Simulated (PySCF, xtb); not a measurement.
GeH₆O₂Si, SMILES [OH][GeH2][O][SiH3].

GFN2-xTB run with xtb at its own geometry gives an orbital gap of 6.28 eV and a dipole moment of 0.81 D.

Geometry optimised at PBE0-D3(BJ)/def2-SVP. This is a generated structure with no PubChem entry under its InChIKey; it may be hypothetical. The values are those of a single conformer.

Problem. What does PySCF with r2SCAN/def2-TZVP give? (Estimate from the structure and the level; the computed values follow.)

Solution. gap 6.99 eV (levels -7.48 and -0.49 eV), dipole 1.17 D.
